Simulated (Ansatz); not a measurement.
Basis sets compared for GeS2⁺ (the lowest doublet isomer of a short search). Charge 1, multiplicity 2. Geometry r2SCAN-D4/def2-TZVP. Ansatz on 4 threads of Arm Neoverse V1 on a shared host; times are rough, and most runs start from earlier orbitals.

Cartesian coordinates in Å:
```
Ge -1.130 -0.448 0.650
S 0.014 0.424 -1.144
S 1.115 0.024 0.494
```

The structure comes from a short search, and lower isomers may exist.

```
           level  functions  energy (Eh)  HOMO (eV)  LUMO (eV)  wall time
 PBE-D4/def2-SVP         68   -2871.9676     -12.18     -11.08     0.75 s
PBE0-D4/def2-SVP         68   -2872.0703     -13.51     -10.16        1 s
```

(1) Estimate the rows for PBE-D4/def2-TZVP, PBE0-D4/def2-TZVP.

Results:

(1) 
```
            level  functions  energy (Eh)  HOMO (eV)  LUMO (eV)  wall time
 PBE-D4/def2-TZVP        122   -2872.5168     -12.05     -10.92      1.2 s
PBE0-D4/def2-TZVP        122   -2872.6191     -13.34      -9.95      3.9 s
```
